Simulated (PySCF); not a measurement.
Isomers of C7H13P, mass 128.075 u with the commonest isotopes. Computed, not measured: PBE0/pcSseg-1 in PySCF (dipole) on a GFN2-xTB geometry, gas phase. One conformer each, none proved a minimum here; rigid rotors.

Problem. Order these by dipole moment, largest first.
A. `[CH3:1][C:2]1=[C:3]([CH3:4])[P:5]1[CH:6]([CH3:7])[CH3:8]` with C3–P5–C6–C7 102°
B. `[CH2:1]=[CH:2][P:3]([CH2:4][CH3:5])[C:6](=[CH2:7])[CH3:8]` with C1–C2–P3–C4 -143°, C2–P3–C4–C5 173°, C2–P3–C6–C7 126°
C. `[CH3:1][P:2]([CH:3]1[CH2:4][CH2:5]1)[CH:6]1[CH2:7][CH2:8]1` with C1–P2–C3–C4 167°, C1–P2–C6–C7 -97°

Solution. A (2.02 D), B (1.42 D), C (1.23 D).

Problem. Order these by out-of-plane moment Σ m c² = (Ia + Ib − Ic)/2, smallest first.
A. `[CH2:1]=[CH:2][P:3]([CH2:4][CH3:5])[C:6](=[CH2:7])[CH3:8]` with C1–C2–P3–C4 -143°, C2–P3–C4–C5 173°, C2–P3–C6–C7 126°
B. `[CH3:1][C:2]1=[C:3]([CH3:4])[P:5]1[CH:6]([CH3:7])[CH3:8]` with C3–P5–C6–C7 102°
C. `[CH3:1][P:2]([CH:3]1[CH2:4][CH2:5]1)[CH:6]1[CH2:7][CH2:8]1` with C1–P2–C3–C4 167°, C1–P2–C6–C7 -97°

Solution. C (27.02 u·Å²), B (45.52 u·Å²), A (72.56 u·Å²).

Problem. Order these by rotational constant A, largest first.
A. `[CH3:1][C:2]1=[C:3]([CH3:4])[P:5]1[CH:6]([CH3:7])[CH3:8]` with C3–P5–C6–C7 102°
B. `[CH2:1]=[CH:2][P:3]([CH2:4][CH3:5])[C:6](=[CH2:7])[CH3:8]` with C1–C2–P3–C4 -143°, C2–P3–C4–C5 173°, C2–P3–C6–C7 126°
C. `[CH3:1][P:2]([CH:3]1[CH2:4][CH2:5]1)[CH:6]1[CH2:7][CH2:8]1` with C1–P2–C3–C4 167°, C1–P2–C6–C7 -97°

Solution. C (2715 MHz), A (2235 MHz), B (1907 MHz).

| SMILES | point group | Ia (u·Å²) | Ib (u·Å²) | Ic (u·Å²) | κ | μa (D) | μb (D) | μc (D) |
| --- | --- | --- | --- | --- | --- | --- | --- | --- |
| CC1=C(C)P1C(C)C | near Cs | 226.10 | 410.98 | 546.04 | -0.54 | 1.12 | 0.03 | 1.69 |
| C=CP(CC)C(=C)C | C1 | 264.95 | 341.44 | 461.27 | -0.05 | 0.17 | 0.30 | 1.38 |
| CP(C1CC1)C1CC1 | Cs | 186.16 | 413.30 | 545.42 | -0.67 | 0.00 | 0.01 | 1.23 |
